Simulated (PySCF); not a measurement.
An unknown is described by computed data only.

Elements present: C, F, H, O and Si. Monoisotopic mass: 173.9780 u.

| Item | Value |
| --- | --- |
| Triplet | lowest triplet excitation (Tamm–Dancoff): 2.71 eV [TDA CAM-B3LYP/def2-SVPD] |
| Rotational structure | rotational constants A, B, C: 2.638, 0.560, 0.509 GHz [GFN2-xTB] |
| 1H NMR | chemical shifts (computed TMS as zero) by class: 5.40 (2 H), 5.29 (3 H) ppm [GIAO PBE0/pcSseg-1] |
| UV, first state | lowest singlet excitation: 3.41 eV (363 nm, f = 0.001) [TDDFT CAM-B3LYP/def2-SVPD] |
| Dipole | 2.43 D [CAM-B3LYP/def2-SVPD] |
| Polarisability | 81.0 au [CAM-B3LYP/def2-SVPD] |
| 13C NMR | chemical shifts (computed TMS as zero) by class: 230.7 (1 C), 124.6 (1 C) ppm [GIAO PBE0/pcSseg-1] |
| NMR, other nuclei | isotropic shieldings of nuclei other than C and H, by class: -492 (1 O), 342 (1 O), 265 (3 F), 384 (1 Si), 401 (1 Si) ppm [GIAO PBE0/pcSseg-1] |

Gas-phase values; electronic properties from PySCF, density fitting. Levels stand in brackets. Isolated species at its GFN2-xTB geometry (one conformer only). Each NMR value is the plain mean over a class of atoms that symmetry, rotation or inversion makes alike.

Task: Which formula fits the mass and the elements?

Result: C2H5F3O2Si2 (calculated 173.9780). No other formula that holds each of these elements comes within 0.0003 u with a fitting electron parity and a possible valence count.

Task: Give a SMILES that accounts for the data.

Result: Numbering: `[O:1]=[C:2]([SiH2:3][O:4][SiH3:5])[C:6]([F:7])([F:8])[F:9]`. Its formula, C2H5F3O2Si2, gives 1 degree of unsaturation: 0 rings and 1 π bond in the structure found. 2 carbons fall into 2 classes; from least to most shielded: carbonyl carbon [C2] (230.7 ppm), CF3 carbon [C6] (124.6 ppm). Hydrogen classes from least to most shielded: 2 H on an oxygen-bound silicon, Si3 (5.40 ppm), 3 H on an oxygen-bound silicon, Si5 (5.29 ppm). The other shieldings belong to: -492 ppm, carbonyl oxygen [O1]; 342 ppm, siloxane oxygen [O4]; 265 ppm, fluorine of a CF3 group [F7/F8/F9]; 384 ppm, oxygen-bound silicon [Si5]; 401 ppm, oxygen-bound silicon [Si3]. S1 is mainly HOMO→LUMO (weight 0.94); the largest Löwdin shares of the orbital it empties are 0.41 on the carbonyl oxygen, 0.17 on the carbonyl carbon, 0.11 on an oxygen-bound silicon and 0.09 on the CF3 carbon, of the orbital it fills 0.38 on the carbonyl carbon, 0.35 on the carbonyl oxygen, 0.09 on an oxygen-bound silicon and 0.05 on the CF3 carbon. The optimised geometry has point group C1 and is an asymmetric top. Structure: `O=C([SiH2]O[SiH3])C(F)(F)F`. The assignments are read from this structure; whether some other isomer fits the data as well wasn't checked.

Conformer computed: `[O:1]=[C:2]([SiH2:3][O:4][SiH3:5])[C:6]([F:7])([F:8])[F:9]`: O1–C2–Si3–O4 -5°, C2–Si3–O4–Si5 8°, O1–C2–C6–F7 111°.
